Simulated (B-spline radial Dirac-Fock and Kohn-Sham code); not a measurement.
# Elastic electron scattering at 2 keV, La to W

Method: relativistic (Dirac) partial waves in the static field of the Dirac-Fock atom with Furness-McCarthy exchange, without polarisation or absorption potentials. Computed with a B-spline atomic structure program. σ_tr1 and σ_tr2 weight the cross section with 1 − P₁ and 1 − P₂ of cos θ; "backward" is the share scattered beyond 90°.

```csv
Z,element,σ (a₀²),σ_tr1 (a₀²),σ_tr2 (a₀²),backward (%),dσ/dΩ at 90° (a₀²/sr)
57,La,10.1,1.01,1.17,3.6,0.0464
58,Ce,9.88,1.03,1.17,3.8,0.0483
59,Pr,9.23,1.04,1.16,4.2,0.0501
60,Nd,9.00,1.06,1.17,4.4,0.0518
61,Pm,8.77,1.07,1.17,4.6,0.0535
62,Sm,8.55,1.09,1.17,4.9,0.0550
62,Sm,8.55,1.09,1.17,4.9,0.0550
63,Eu,8.34,1.10,1.17,5.1,0.0564
64,Gd,8.50,1.12,1.18,5.1,0.0576
65,Tb,7.94,1.13,1.16,5.6,0.0585
66,Dy,7.75,1.14,1.15,5.9,0.0592
67,Ho,7.57,1.15,1.15,6.1,0.0596
68,Er,7.40,1.16,1.14,6.4,0.0597
69,Tm,7.23,1.17,1.13,6.7,0.0594
70,Yb,7.07,1.18,1.13,7.0,0.0589
71,Lu,7.30,1.19,1.13,6.9,0.0584
72,Hf,7.37,1.20,1.14,6.9,0.0576
73,Ta,7.37,1.22,1.14,7.0,0.0566
74,W,7.34,1.23,1.15,7.2,0.0555
```
